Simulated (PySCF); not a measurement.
Species: C3H8B (charge -1).
SMILES: `[BH3-]/C=C\C`

The closed-shell ground state was solved at several levels (PySCF, density fitting, gas phase, non-relativistic). Geometry: PBE0-D3(BJ)/def2-SVP; no solvent, vibrations or thermal averaging. The geometry's basis has no diffuse functions, a weakness for an anion. No diffuse functions stand in pcJ-1, pcSseg-1 and pcSseg-2, which bears on an anion's orbital energies.

```json
{"level": "B3LYP/pcJ-1", "basis functions": "188", "total energy (Eh)": "-144.0029", "HOMO (eV)": "-1.15", "LUMO (eV)": "5.40", "gap (eV)": "6.55"}
{"level": "wB97X-D/def2-SVPD", "basis functions": "144", "total energy (Eh)": "-143.8349", "HOMO (eV)": "-3.25", "LUMO (eV)": "5.90", "gap (eV)": "9.15"}
{"level": "PBE0/pcSseg-2", "basis functions": "256", "total energy (Eh)": "-143.8411", "HOMO (eV)": "-1.43", "LUMO (eV)": "4.35", "gap (eV)": "5.78"}
```

Estimate the row for PBE0/pcSseg-1, a basis of 108 functions; the other rows only guide the guess.

Total energy -143.7694 Eh, HOMO -1.33 eV, LUMO 5.71 eV, gap 7.04 eV.

Over all these levels, which gives the widest orbital gap and which the narrowest?

wB97X-D/def2-SVPD (range-separated hybrid) has the widest, 9.15 eV, and PBE0/pcSseg-2 (global hybrid, 25 % exact exchange) the narrowest, 5.78 eV. Functional and basis both differ between the two, so the spread mixes both effects.

wB97X-D is run here without its empirical dispersion term; that term would change no orbital, density or response property at a fixed geometry.
